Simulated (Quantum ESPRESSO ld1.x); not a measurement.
Results of a calculation; reference values are marked as such.
Ionisation of neutral neodymium, [Xe] 4f4 6s2, to Nd+, [Xe] 4f4 6s1, under several functionals. Scalar-relativistic Kohn-Sham, spin-polarised, spherical densities, point nucleus; open shells are filled with parallel spins first; ld1.x of Quantum ESPRESSO 7.5.

\begin{tabular}{lrrrrrr}
functional & E(Nd) (hartree) & Exc (hartree) & IE (eV) & -e(HOMO) (eV) & <r> HOMO (bohr) & IE error (eV) \\ \hline
exchange-only LDA & -9611.333 & -209.400 & 4.620 & 1.566 & 1.113 & -0.905 \\
LDA (Slater exchange, Perdew-Zunger correlation) & -9617.184 & -215.330 & 5.696 & 2.673 & 1.101 & +0.171 \\
LDA (Slater exchange, Perdew-Wang correlation) & -9617.185 & -215.332 & 5.677 & 2.704 & 1.101 & +0.152 \\
LDA (Slater exchange, VWN5 correlation) & -9617.210 & -215.357 & 5.670 & 2.710 & 1.101 & +0.145 \\
LDA (Slater exchange, Perdew-Zunger correlation) + SIC & -9631.056 & -229.394 & 5.630 & 5.336 & 4.496 & +0.105 \\
LDA (Slater exchange, Perdew-Wang correlation) + SIC & -9631.072 & -229.411 & 5.611 & 5.328 & 4.500 & +0.086 \\
\end{tabular}

NIST Atomic Spectra Database: 5.525 eV (measured). Closest: LDA (Slater exchange, Perdew-Wang correlation) + SIC. The Delta-SCF values span 1.08 eV, the total energies 19.74 hartree. The highest occupied level is 4f. Open shells are spherical and high-spin; term and fine-structure splittings are not resolved. Spin-orbit splitting is averaged out at the scalar-relativistic level.
